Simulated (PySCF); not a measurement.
C₃H₆OSi. Atoms are numbered in the order given.

```xyz
11

O      1.9931    -0.0070     0.7248
C      0.8409    -0.0305     0.3947
C     -0.2915    -0.9535     0.9014
C     -1.3932    -0.6470    -0.1558
Si    -0.3933     0.8130    -0.8665
H      0.0286    -2.0066     0.9700
H     -0.5787    -0.6302     1.9174
H     -2.3824    -0.4237     0.2683
H     -1.5120    -1.4675    -0.8803
H     -0.8600     2.1714    -0.4612
H     -0.0712     0.8170    -2.3229
```

Geometry: ωB97X-D3(BJ)/def2-SVP. This is a generated structure with no PubChem entry under its InChIKey; it may be hypothetical.

All values below come from PySCF with PBE/pcSseg-1.

GIAO shieldings, no solvent; atoms alike by connectivity are averaged. δ = σ(ref) − σ: ¹⁷O against H2O (σ = 334.3 ppm); ¹³C against TMS (σ = 182.0 ppm); ²⁹Si against TMS (σ = 335.4 ppm); ¹H against TMS (σ = 31.49 ppm), references at their B3LYP-D3(BJ)/def2-TZVP geometries, non-relativistic.

```csv
atoms,nucleus,count,δ (ppm)
O1,¹⁷O,1,836.8
C2,¹³C,1,243.1
C3,¹³C,1,[?]
C4,¹³C,1,[?]
Si5,²⁹Si,1,[?]
"H10, H11",¹H,2,5.82
"H6, H7",¹H,2,[?]
"H8, H9",¹H,2,1.65
```

Problem. Complete the blanks. (An estimate is asked for; the answer gives what the named calculation found.)

Solution. 
- H6, H7, δ (ppm): 3.68
- C3, δ (ppm): 66.9
- C4, δ (ppm): 2.3
- Si5, δ (ppm): -15.0
